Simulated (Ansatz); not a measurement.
F4HOTa, SMILES `[OH][Ta]([F])([F])([F])[F]` at its PBE0-D4/def2-TZVP geometry, where that method's forces vanish. The species carries charge 0 and has multiplicity 1. Ta takes the def2 core potential.

```xyz
7

O     0.8175   -1.2333   -0.2083
Ta   -0.2065    0.3077    0.0561
F     0.5774    1.1478   -1.4037
F     0.4946    0.5589    1.7574
F    -1.7930   -0.6343   -0.1560
F    -1.2357    1.8650    0.3141
H     1.3458   -2.0118   -0.3596
```

(1) What forces (eV/Å) does ωB97M-V/def2-TZVPP give on these atoms in Ansatz 0.2.0? (An estimate is asked.)

## Answers

(1) Ansatz gave: 
```
O1   0.121 -0.179 -0.034
Ta2 -0.010  0.015  0.002
F3   0.015  0.024 -0.033
F4   0.014  0.011  0.041
F5  -0.041 -0.017 -0.005
F6  -0.065  0.098  0.018
H7  -0.034  0.048  0.012
```
